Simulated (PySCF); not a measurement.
A structure optimised at B3LYP-D3(BJ)/def2-SVP, used in a PySCF frequency run:

```xyz
12

Si     2.7567     0.0177     0.1732
C      0.9382    -0.4569     0.2299
C     -0.0834     0.4184     0.1435
Si    -1.8689    -0.1087     0.2347
F     -2.6241     0.2291    -1.1727
H      2.8682     1.4952     0.0101
H      3.4397    -0.4011     1.4332
H      3.4349    -0.6683    -0.9659
H      0.6974    -1.5253     0.3414
H      0.1472     1.4877     0.0282
H     -1.9291    -1.5779     0.4579
H     -2.6004     0.6326     1.2979
```

Problem. Write its SMILES and formula.

Solution. F[SiH2]/C=C/[SiH3], C2H7FSi2

Problem. What are its rotational constants (standard atomic weights)?

Solution. 11.775, 0.97743, 0.94951 GHz
